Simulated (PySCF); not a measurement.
Isomers of C4H9PSi, one GFN2-xTB conformer each. Single-point energies are computed at PBE0/pcSseg-1 (PySCF, gas phase, no added dispersion term), electronic only.

Question: Rank them by PBE0/pcSseg-1 energy, lowest first (kJ/mol).
A. `[CH3:1][SiH2:2][P:3]1[CH:4]=[C:5]1[CH3:6]` with C1–Si2–P3–C4 160°
B. `[CH3:1][CH2:2][C:3]#[C:4][SiH2:5][PH2:6]` with C4–Si5–P6–H 46° and -46°
C. `C[Si](C)(C)C#P`
D. `[SiH3:1][C:2]1=[CH:3][CH2:4][PH:5][CH2:6]1` with C2–C3–C4–P5 16°, C3–C4–P5–C6 -20°, C4–P5–C6–C2 20°, Si1–C2–C6–P5 166°

Answer: C (0.0), D (56.5), B (127.7), A (147.9).

As drawn, the highest has a three-membered ring and a C=C bond outside aromatic rings, which the lowest lacks. GFN2-xTB itself gives, in the same order: 156.9, 0.0, 101.2, 161.7. GFN2-xTB puts [SiH3]C1=CCPC1 lowest instead; measured from each level's own lowest isomer, the values differ by up to 156.9 kJ/mol (C[Si](C)(C)C#P: 156.9 against 0.0).

Which frontier levels, dipoles and rotational constants go with these structures?

```
        SMILES  HOMO (eV, PBE0/pcSseg-1)  LUMO (eV)  dipole (D)       A, B, C (MHz)
C[Si](C)(C)C#P                     -7.67      -1.46        1.19    3044, 1198, 1198
[SiH3]C1=CCPC1                     -7.00      -0.21        0.90    5493, 1337, 1124
  CCC#C[SiH2]P                     -7.16      -0.07        2.43  4402, 840.1, 721.9
C[SiH2]P1C=C1C                     -6.01      -0.22        1.62    4726, 1233, 1146
```
